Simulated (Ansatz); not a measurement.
**Worked example: CH8O4Si2 → Si2H5O3 + CH3O**

Species: CH8O4Si2 `CO[SiH](O)O[SiH2]O`, singlet; Si2H5O3 `O[SiH]O[SiH2]O`, doublet; CH3O `C[O]`, doublet. 

Shapes, held fixed at every level: PBE0-D4/def2-TZVP. Flexible molecules stand in one conformer, not always the lowest. Programs: Ansatz 0.2.0. Electronic energies: no zero-point or thermal term.

At CCSD(T)/CBS estimate; 1 Eh = 2625.50 kJ/mol:

| species | energy (Eh) |
| --- | --- |
| CH8O4Si2 | -921.970378 |
| Si2H5O3 | -806.827307 |
| CH3O | -114.935170 |

Question: Work out ΔE of the reaction at this level.

Answer: 
1. Products less reactants: (-806.827307) + (-114.935170) − [(-921.970378)] = 0.207901 Eh = +545.8 kJ/mol.

Other levels give +408.3 (HF/def2-TZVPP) to +534.0 kJ/mol (wB97M-V/def2-TZVPP). No measured value is set beside it here. Open shells run unrestricted unless RO is named. The CBS estimate extrapolates MP2 from def2-TZVPP and def2-QZVPP and adds CCSD(T) − MP2 in the triple-zeta set, cores frozen.
